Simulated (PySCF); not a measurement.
InH2F, SMILES [F][InH2]. Heavy atoms are numbered as in [InH2:1][F:4]. Hydrogens are named by the atom that carries them.

The structure is a stationary point at r2SCAN-D4/def2-TZVP. The def2 effective core potentials stand for the cores of In; spin–orbit coupling is left out.

Calculation: r2SCAN/def2-TZVPD (PySCF).

Mulliken values depend strongly on the basis, most of all with diffuse functions as here. ESP charges are fitted to the potential on shells at 1.4 to 2.0 van der Waals radii. Atomic charges (e), one atom of each kind:

| atom | Mulliken | ESP fit |
|---|---|---|
| In1 (InH2) | 0.80 | 0.84 |
| H on In1 | -0.11 | -0.19 |
| F4 | -0.58 | -0.46 |
